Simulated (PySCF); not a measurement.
## MF for M along group 10

PBE0 with triple-zeta basis sets in PySCF, for the lowest determinant that a PBE0 search found; no spin–orbit coupling. De refers to high-spin ground-configuration atoms. A positive dipole means M(−)F(+).

```json
{"M": "Ni", "basis": "def2-TZVPP", "state (unpaired electrons)": "doublet (π ↑)", "Re (Å)": "1.749", "ωe (cm⁻¹)": "622", "De (eV)": "n/a", "μ (D)": "-4.98"}
{"M": "Pd", "basis": "def2-TZVPP", "state (unpaired electrons)": "doublet (σ ↑)", "Re (Å)": "1.915", "ωe (cm⁻¹)": "560", "De (eV)": "3.36", "μ (D)": "-4.81"}
{"M": "Pt", "basis": "def2-TZVPP", "state (unpaired electrons)": "doublet (σ ↑)", "Re (Å)": "1.886", "ωe (cm⁻¹)": "608", "De (eV)": "3.44", "μ (D)": "-3.66"}
```

The shortest bond is that of NiF (1.749 Å), the longest that of PdF (1.915 Å).

The state changes along the series, so neighbouring rows are not always alike in their bonding.

De is left out where the level can put another filling of the metal’s s and d shells below the measured ground configuration, by anything from nothing to about 1 eV. The metal atom is held in its measured ground configuration; semilocal functionals can put another filling of s and d lower by some tenths of an eV, and De to that atom would be smaller. These are scalar-relativistic numbers at best; spin–orbit coupling would shift them, the dissociation energy most. The state is the lowest single determinant that the PBE0 search found; with open d or f shells the true ground state can be another one.
